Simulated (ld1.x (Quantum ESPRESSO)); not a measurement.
## What the settings do to the TM potential of nitrogen (N)

Base potential:

ld1.x (Quantum ESPRESSO) 7.5 input, shortened:

```
&input
   title='N', zed=7., rel=1, dft='PBESOL', iswitch=3,
   config='[He] 2s2 2p2 3d-2'
 /
 &inputp
   pseudotype=2, tm=.true., lloc=-1, rcloc=1.00,
   nlcc=.true., new_core_ps=.true.
 /
3
2S  1  0   2.00   0.00  1.10  1.10  0.0
2P  2  1   2.00   0.00  1.30  1.30  0.0
3D  3  2  -2.00   0.10  1.10  1.10  0.0
 &test
   configts(1)='2s2 2p2'
 /
```

All-electron outer shells of the reference configuration (PBEsol, scalar-relativistic, ld1.x):

| shell | level (eV) | outermost node (bohr) | outermost maximum (bohr) |
| --- | --- | --- | --- |
| 2s | -32.31 | 0.32 | 0.99 |
| 2p | -20.60 | – | 0.92 |

Cutoffs, loose and tight: the cutoffs (Ry, on a coarse ladder) from which the occupation-weighted sum of valence levels, in a spherical-Bessel basis at the reference potential, stays within 10 and 1 mRy of its value at 400 Ry. They do not see the model core or the augmentation charge, which bear on the density cutoff. Test errors are all-electron minus pseudo excitation energies from the reference, over the configurations 2s2 2p3; 2s2 2p1; 2s2 2p0; 2s1 2p3; 2s1 2p0; 2s0 2p5; 2s2 2p3.3. A dash means not determined; rows that change the core or the reference have their own tests.

The default core radius of the base comes out at 0.42 bohr.

| change | outcome | cutoff, loose | cutoff, tight | bound ghosts | largest test error (meV) |
| --- | --- | --- | --- | --- | --- |
| base | generated | 70 Ry | 120 Ry | none | +460 |
| core correction none | generated | 70 Ry | 120 Ry | none | +630 |
| core correction Bessel-smoothed model core inside 0.48 bohr | generated | 70 Ry | 120 Ry | none | +469 |
| core correction Bessel-smoothed model core inside 0.70 bohr | generated | 70 Ry | 120 Ry | none | +492 |
| core correction Bessel-smoothed model core inside 0.78 bohr | generated | 70 Ry | 120 Ry | none | +450 |
| core correction Bessel-smoothed model core inside 0.98 bohr | generated | 70 Ry | 120 Ry | none | +529 |
| core correction Bessel-smoothed model core inside 1.14 bohr | generated | 70 Ry | 120 Ry | none | +597 |
| core correction Bessel-smoothed model core inside 1.32 bohr | generated | 70 Ry | 120 Ry | none | +621 |
